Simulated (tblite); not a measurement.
Compound: C3H5B2F2O (doublet state).
SMILES with atom numbers: `[BH2:1][O:2][B:3]([F:4])[C:5]1[CH2:6][C@H:7]1[F:8]` (hydrogens: H9, H10 on B1; H11, H12 on C6; H13 on C7)

Computed with GFN2-xTB (tblite), gas phase: L-BFGS steps from a force-field or distance-geometry start until the largest atomic force falls under 0.01 eV/Å.

Step 34: E = -680.4948 eV
```
atom  x, y, z in Å  |  force x, y, z in eV/Å
B1      2.8690   -0.5002    0.1273   -0.065  -0.009  -0.037
O2      1.7452   -0.2945   -0.4910   -0.060  -0.072  -0.058
B3      0.5400   -0.1318   -0.9946   -0.352  -0.017   0.221
F4      0.2739   -0.5282   -2.2616    0.342  -0.088  -0.040
C5     -0.6549    0.4236   -0.2472    0.005   0.079   0.198
C6     -2.1211    0.3004   -0.2680    0.224   0.008  -0.179
C7     -1.3780    0.5456    1.0175   -0.132   0.078  -0.113
F8     -1.2716   -0.4166    1.9872    0.006  -0.141  -0.161
H9      2.9795   -1.3462    0.9433   -0.082  -0.071  -0.114
H10     3.7811    0.1832   -0.1402    0.191   0.183   0.030
H11    -2.7256    1.1061   -0.6661   -0.035  -0.006   0.110
H12    -2.4913   -0.6758   -0.5332   -0.207  -0.184   0.073
H13    -1.5503    1.4919    1.5090    0.166   0.240   0.070
```

Step 35: E = -680.5073 eV
```
atom  x, y, z in Å  |  force x, y, z in eV/Å
B1      2.8615   -0.4985    0.1272    0.131   0.010   0.001
O2      1.7387   -0.2989   -0.4914    0.060  -0.061   0.013
B3      0.5359   -0.1370   -0.9907   -0.396  -0.004   0.094
F4      0.2735   -0.5522   -2.2540    0.293  -0.058  -0.003
C5     -0.6513    0.4433   -0.2502   -0.061  -0.013   0.148
C6     -2.1162    0.3012   -0.2739    0.105   0.113  -0.153
C7     -1.3766    0.5486    1.0137   -0.108   0.145   0.018
F8     -1.2552   -0.4184    1.9811   -0.004  -0.079  -0.226
H9      2.9812   -1.3622    0.9277   -0.087  -0.008  -0.150
H10     3.7755    0.2032   -0.1223    0.025   0.073   0.054
H11    -2.7335    1.1098   -0.6575    0.039  -0.108   0.126
H12    -2.4864   -0.6765   -0.5419   -0.148  -0.117   0.077
H13    -1.5512    1.4948    1.5144    0.149   0.107   0.000
```

Step 36: E = -680.5233 eV
```
atom  x, y, z in Å  |  force x, y, z in eV/Å
B1      2.8533   -0.4942    0.1250    0.346  -0.007   0.080
O2      1.7318   -0.2940   -0.4877   -0.038  -0.015   0.015
B3      0.5236   -0.1433   -0.9809   -0.111   0.003   0.015
F4      0.2831   -0.5741   -2.2411    0.173  -0.056  -0.044
C5     -0.6512    0.4617   -0.2505   -0.071  -0.129   0.007
C6     -2.1113    0.3010   -0.2813   -0.072   0.004  -0.044
C7     -1.3766    0.5557    1.0099   -0.103   0.105   0.117
F8     -1.2446   -0.4226    1.9671   -0.008  -0.014  -0.221
H9      2.9820   -1.3784    0.9038   -0.089   0.020  -0.148
H10     3.7712    0.2193   -0.1020   -0.090   0.012   0.049
H11    -2.7376    1.1054   -0.6510   -0.006  -0.036   0.060
H12    -2.4922   -0.6813   -0.5477    0.005   0.085   0.138
H13    -1.5356    1.5020    1.5188    0.064   0.030  -0.024
```

Step 37: E = -680.5322 eV
```
atom  x, y, z in Å  |  force x, y, z in eV/Å
B1      2.8553   -0.4935    0.1262    0.227   0.037  -0.004
O2      1.7316   -0.2900   -0.4873    0.047  -0.026   0.129
B3      0.5182   -0.1507   -0.9728    0.032   0.020  -0.052
F4      0.2884   -0.5919   -2.2305    0.114  -0.064  -0.079
C5     -0.6531    0.4719   -0.2549   -0.077  -0.148  -0.036
C6     -2.1112    0.3044   -0.2857   -0.137   0.057   0.046
C7     -1.3757    0.5630    1.0062   -0.109   0.067   0.075
F8     -1.2384   -0.4296    1.9467   -0.006   0.025  -0.137
H9      2.9869   -1.3925    0.8845   -0.081   0.007  -0.115
H10     3.7677    0.2330   -0.0833   -0.102  -0.005   0.041
H11    -2.7504    1.1040   -0.6428    0.025  -0.023   0.021
H12    -2.4945   -0.6796   -0.5427    0.030   0.080   0.120
H13    -1.5289    1.5087    1.5187    0.037  -0.026  -0.008
```

Q: Estimate the geometry and energy of step 38. (The exact step hangs on the optimiser's Hessian estimate; all steps are aligned on step 37, rigid shifts and turns removed.)

A: E = -680.5394 eV, largest force 0.223 eV/Å
```
atom  x, y, z in Å  |  force x, y, z in eV/Å
B1      2.8603   -0.4921    0.1271    0.079   0.022  -0.031
O2      1.7343   -0.2779   -0.4811   -0.056  -0.042   0.122
B3      0.5146   -0.1569   -0.9645    0.199   0.020  -0.098
F4      0.2948   -0.6087   -2.2209    0.103  -0.062  -0.065
C5     -0.6580    0.4738   -0.2601   -0.035  -0.111  -0.083
C6     -2.1148    0.3093   -0.2871   -0.137   0.021   0.109
C7     -1.3752    0.5706    1.0024   -0.109  -0.009   0.003
F8     -1.2355   -0.4364    1.9242   -0.006   0.030  -0.006
H9      2.9909   -1.4077    0.8633   -0.062  -0.004  -0.088
H10     3.7618    0.2440   -0.0660   -0.005   0.040   0.026
H11    -2.7622    1.1005   -0.6385    0.001   0.073  -0.034
H12    -2.4988   -0.6761   -0.5338    0.022   0.041   0.107
H13    -1.5164    1.5148    1.5174    0.006  -0.018   0.037
```

The energy changes by -0.0073 eV. The first-order estimate −F·Δx gives -0.0109 eV and the mean of the old and new forces, exact on a quadratic surface, -0.0073 eV. The step makes an angle of 67° with the force vector and moves no atom by more than 0.026 Å.

The cost below is that of the whole relaxation. Time: 0.38 s of wall time. Hardware: one thread of an Arm Neoverse V1, shared host.
